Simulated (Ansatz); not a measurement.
(KI)2 ring (K2I2). The state is a singlet with charge 0. Geometry PBE0-D4/def2-SVP.

```
atom   x (Å)   y (Å)   z (Å)
  K1   0.252  -0.106   2.106
  I2   2.438  -0.450  -0.315
  K3  -0.253   0.101  -2.106
  I4  -2.437   0.455   0.315
```

In the def2 sets I takes a core potential; there is no spin–orbit coupling. B3LYP takes the VWN-RPA correlation.

**Question.** Estimate the orbital energies around the gap (eV) in Ansatz with HF/def2-TZVP, BLYP-D4/def2-TZVP, B3LYP-D4/def2-TZVP, PBE0-D4/def2-SVP, PBE0-D4/def2-TZVP.

**Answer.** 
```tsv
orbital	HF/def2-TZVP	BLYP-D4/def2-TZVP	B3LYP-D4/def2-TZVP	PBE0-D4/def2-SVP	PBE0-D4/def2-TZVP
HOMO−13	-25.91	-18.59	-20.43	-21.06	-20.81
HOMO−12	-25.86	-18.58	-20.41	-21.05	-20.79
HOMO−11	-25.86	-18.58	-20.41	-21.05	-20.79
HOMO−10	-25.85	-18.52	-20.35	-20.99	-20.73
HOMO−9	-25.82	-18.50	-20.35	-20.98	-20.73
HOMO−8	-25.79	-18.47	-20.31	-20.95	-20.70
HOMO−7	-21.81	-15.03	-16.72	-16.98	-17.07
HOMO−6	-21.75	-15.00	-16.68	-16.94	-17.03
HOMO−5	-9.04	-5.32	-6.35	-6.54	-6.61
HOMO−4	-8.90	-5.27	-6.28	-6.46	-6.53
HOMO−3	-8.75	-5.12	-6.12	-6.31	-6.38
HOMO−2	-8.59	-4.97	-5.97	-6.14	-6.23
HOMO−1	-8.59	-4.96	-5.97	-6.12	-6.22
HOMO	-8.50	-4.89	-5.90	-6.03	-6.15
LUMO	0.25	-1.48	-1.21	-0.98	-0.96
LUMO+1	0.36	-1.15	-0.88	-0.66	-0.63
LUMO+2	2.12	0.24	0.49	0.66	0.68
LUMO+3	2.21	0.32	0.61	0.84	0.85
LUMO+4	2.29	0.39	0.64	0.87	0.86
LUMO+5	2.43	0.40	0.67	0.91	0.90
```
